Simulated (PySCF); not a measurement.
Krypton: highly charged ions in a basis for the neutral atom

Kr⁸⁺ [Ar] 3d10, Kr⁹⁺ [Ar] 3d9. All numbers are calculated (PySCF 2.14, the spin-free X2C one-electron Hamiltonian (Gaussian nucleus), in x2c-SVPall (5s4p3d, 32 functions)). No spin-orbit coupling, so a gap to NIST mixes the basis error with missing relativistic terms.

Changed run: basis of the neutral atom used for a highly charged ion. This setting is unsound on purpose.

```
species  method  sound run (hartree)  changed run (hartree)  converged
   Kr⁸⁺     UHF              not run            -2769.56913        yes
   Kr⁸⁺   B3LYP              not run            -2771.02719        yes
   Kr⁸⁺    PBE0              not run            -2770.75164        yes
   Kr⁹⁺     UHF              not run            -2761.03175        yes
   Kr⁹⁺   B3LYP              not run            -2762.43279        yes
   Kr⁹⁺    PBE0              not run            -2762.15931        yes
```

Ionisation energy of Kr⁸⁺:

```csv
method,changed run (eV),NIST (eV)
UHF,232.31,233 ± 0.7
B3LYP,233.87,233 ± 0.7
PBE0,233.81,233 ± 0.7
```

The contracted functions were made for the neutral atom and can be too rigid for a highly charged ion.
